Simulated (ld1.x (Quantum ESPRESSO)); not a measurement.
## What one change does to a pseudopotential (germanium (Ge), PAW)

```json
{
  "Element": "germanium (Ge)",
  "Generator": "ld1.x (Quantum ESPRESSO) 7.5",
  "Type": "PAW",
  "Functional": "LDA (PZ)",
  "Relativity": "non-relativistic",
  "Frozen core": "[Ar]",
  "Valence charge": "14",
  "Reference configuration": "3d10 4s2 4p2",
  "Partial waves": "4s (bound): rcut 1.30, rcutus 1.60 bohr; 4s channel at 0.15 Ry: rcut 1.30, rcutus 1.60 bohr; 4p (bound): rcut 1.70, rcutus 1.95 bohr; 4p channel at 0.85 Ry: rcut 1.70, rcutus 1.95 bohr; 3d (bound): rcut 0.70, rcutus 0.75 bohr; 3d channel at -1.5 Ry: rcut 0.70, rcutus 0.75 bohr",
  "Local potential": "all-electron potential smoothed inside 1.40 bohr (lloc = -2)",
  "Core correction": "Bessel-smoothed model core inside 0.65 bohr",
  "Augmentation charge": "PSQ, inside the norm-conserving radii"
}
```

Change: scalar-relativistic.

Cutoffs: the cutoffs (Ry, on a coarse ladder) from which the occupation-weighted sum of valence levels, in a spherical-Bessel basis at the reference potential, stays within 10 and 1 mRy of its value at 400 Ry; they do not see the model core or the augmentation charge, which bear on the density cutoff. Errors are all-electron minus pseudo energies relative to the spin-unpolarised reference configuration.

Q: How do hardness, ghosts and transferability respond?

A: Of the 9 tests that both files solve, the error grows in 7 and shrinks in 0 by more than 15 % and 0.3 meV (median size 0.2 → 1.2 meV); neither file shows a bound ghost.

| quantity | base | changed |
| --- | --- | --- |
| cutoff, loose | 300 Ry | 300 Ry |
| cutoff, tight | over 300 Ry | over 300 Ry |
| bound ghosts | none | none |
| error for 3d10 4s2 4p1, meV [ΔE 7.66 → 7.64 eV] | 0.0 | -1.0 |
| error for 3d10 4s2 4p0, meV [ΔE 23.39 → 23.35 eV] | -0.6 | -3.7 |
| error for 3d10 4s1 4p0, meV [ΔE 58.05 → 58.57 eV] | -5.9 | -12 |
| error for 3d10 4s2 4p1.5, meV [ΔE 2.90 → 2.89 eV] | 0.0 | -0.4 |
| error for 3d10 4s0 4p4, meV [ΔE 15.55 → 16.36 eV] | -0.8 | -2.1 |
| error for 3d10 4s1 4p3, meV [ΔE 7.66 → 8.04 eV] | -0.2 | -0.9 |
| error for 3d9 4s2 4p3, meV [ΔE 30.61 → 29.72 eV] | -259 | -245 |
| error for 3d10 4s2 4p2 (spin-polarised), meV [ΔE -0.56 eV] | -0.2 | -0.1 |
| error for 3d10 4s2 4p1 (spin-polarised), meV [ΔE 7.48 → 7.45 eV] | -0.2 | -1.2 |
| s: phases at 2.15 bohr within 0.05 rad from the reference energy up to (Ry; the scan ends near 5) | 3.7 | 4.2 |
| p: phases at 2.15 bohr within 0.05 rad from the reference energy up to (Ry; the scan ends near 5) | to the end of the scan | to the end of the scan |
| d: phases at 2.15 bohr within 0.05 rad from the reference energy up to (Ry; the scan ends near 5) | to the end of the scan | to the end of the scan |
| lowest overlap eigenvalue by channel | s 0.51, p 0.62, d 1.00 | s 0.49, p 0.63, d 1.00 |
